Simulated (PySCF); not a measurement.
Bond curve of GeN⁺

Set-up: PySCF, no relativity, basis sets Ge def2-TZVPPD, N def2-TZVPPD. Energies in eV from Ge⁺ + N in their ground configurations at the same level. State: ³Σ⁻ (triplet), unpaired electrons π ↑↑.

All columns are PBE0. A positive dipole points towards N; it is taken about the centre of mass and depends on that origin.

```json
{"R (Å)": "1.642", "E (eV)": "-1.264", "μ (D)": "-0.70", "Mulliken charge on Ge (basis-dependent)": "0.96", "HOMO (eV)": "-15.12", "LUMO (eV)": "-12.46", "Mayer bond order": "1.28", "⟨S²⟩": "2.00"}
{"R (Å)": "1.718", "E (eV)": "-1.817", "μ (D)": "-0.93", "Mulliken charge on Ge (basis-dependent)": "1.00", "HOMO (eV)": "-14.99", "LUMO (eV)": "-12.06", "Mayer bond order": "1.26", "⟨S²⟩": "2.00"}
{"R (Å)": "1.794", "E (eV)": "-2.116", "μ (D)": "-1.15", "Mulliken charge on Ge (basis-dependent)": "1.05", "HOMO (eV)": "-14.84", "LUMO (eV)": "-11.70", "Mayer bond order": "1.24", "⟨S²⟩": "2.01"}
{"R (Å)": "1.852", "E (eV)": "-2.220", "μ (D)": "-1.32", "Mulliken charge on Ge (basis-dependent)": "1.08", "HOMO (eV)": "-14.70", "LUMO (eV)": "-11.47", "Mayer bond order": "1.22", "⟨S²⟩": "2.01"}
{"R (Å)": "1.909", "E (eV)": "-2.246", "μ (D)": "-1.47", "Mulliken charge on Ge (basis-dependent)": "1.11", "HOMO (eV)": "-14.56", "LUMO (eV)": "-11.26", "Mayer bond order": "1.20", "⟨S²⟩": "2.01"}
{"R (Å)": "1.966", "E (eV)": "-2.213", "μ (D)": "-1.62", "Mulliken charge on Ge (basis-dependent)": "1.13", "HOMO (eV)": "-14.41", "LUMO (eV)": "-11.09", "Mayer bond order": "1.18", "⟨S²⟩": "2.01"}
{"R (Å)": "2.043", "E (eV)": "-2.102", "μ (D)": "-1.80", "Mulliken charge on Ge (basis-dependent)": "1.16", "HOMO (eV)": "-14.21", "LUMO (eV)": "-10.90", "Mayer bond order": "1.15", "⟨S²⟩": "2.01"}
{"R (Å)": "2.138", "E (eV)": "-1.894", "μ (D)": "-2.00", "Mulliken charge on Ge (basis-dependent)": "1.18", "HOMO (eV)": "-13.94", "LUMO (eV)": "-10.73", "Mayer bond order": "1.13", "⟨S²⟩": "2.02"}
{"R (Å)": "2.253", "E (eV)": "-1.589", "μ (D)": "-2.18", "Mulliken charge on Ge (basis-dependent)": "1.18", "HOMO (eV)": "-13.61", "LUMO (eV)": "-10.60", "Mayer bond order": "1.09", "⟨S²⟩": "2.03"}
{"R (Å)": "2.405", "E (eV)": "-1.169", "μ (D)": "-2.25", "Mulliken charge on Ge (basis-dependent)": "1.15", "HOMO (eV)": "-13.18", "LUMO (eV)": "-10.52", "Mayer bond order": "0.99", "⟨S²⟩": "2.12"}
```

A fit through these points gives, at Re = 1.903 Å, μ = -1.46 D and dμ/dR = -2.68 D/Å; the reduced mass is 11.77 u.

Question: How strong is the fundamental in the double-harmonic approximation, I = 42.26·(dμ/dR)²/μred km/mol?

Answer: I = 42.26·(-2.68)²/11.77 = 25.8 km/mol at PBE0.

⟨S²⟩ of the unrestricted solution departs from its pure value on part of the curve, where spin states mix. Spin–orbit coupling is left out. For an ion De counts to the pair picked by the measured ionisation energies or electron affinities, which need not be the lowest pair at this level. The state was picked by a PBE0 search and need not be the measured ground state.
